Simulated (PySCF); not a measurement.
SMILES C[Si](C)(CCB)C (C5H15BSi) (GFN2-xTB optimised geometry):

```
22

B      2.585     0.076     1.292
C      1.021     0.037     1.212
C      0.399    -0.668     0.000
Si    -1.516    -0.668     0.000
C     -2.170    -1.571     1.552
C     -2.143    -1.567    -1.562
C     -2.171     1.126     0.000
H      3.094     0.610     2.201
H      3.254    -0.417     0.468
H      0.644     1.064     1.257
H      0.638    -0.427     2.128
H      0.766    -1.696    -0.032
H      0.766    -0.189    -0.909
H     -3.251    -1.664     1.525
H     -1.758    -2.573     1.630
H     -1.913    -1.039     2.463
H     -1.793    -1.081    -2.467
H     -1.801    -2.597    -1.591
H     -3.227    -1.582    -1.598
H     -1.768     1.696    -0.832
H     -3.254     1.149    -0.083
H     -1.906     1.649     0.914
```

Method: CAM-B3LYP/def2-SVP in PySCF.

Question: What are the frontier orbital energies and the dipole moment?

Answer: HOMO-2 -9.66 eV, HOMO-1 -9.63 eV, HOMO -8.92 eV, LUMO -0.06 eV, LUMO+1 2.29 eV; dipole moment 0.53 D.

On the same geometry PBE/def2-SVP run with PySCF gives HOMO-2 -6.96 eV, HOMO-1 -6.93 eV, HOMO -6.27 eV, LUMO -2.25 eV, LUMO+1 0.65 eV; dipole moment 0.68 D.

Meta-Löwdin charges at CAM-B3LYP/def2-SVP: B1 0.07, C2 -0.27, C3 -0.40, Si4 0.91, C5 -0.55, C6 -0.55, C7 -0.55, H8 -0.01, H9 0.00, H10 0.11, H11 0.11, H12 0.09, H13 0.09, H14 0.11, H15 0.10, H16 0.10, H17 0.11, H18 0.11, H19 0.10, H20 0.10, H21 0.11, H22 0.10.
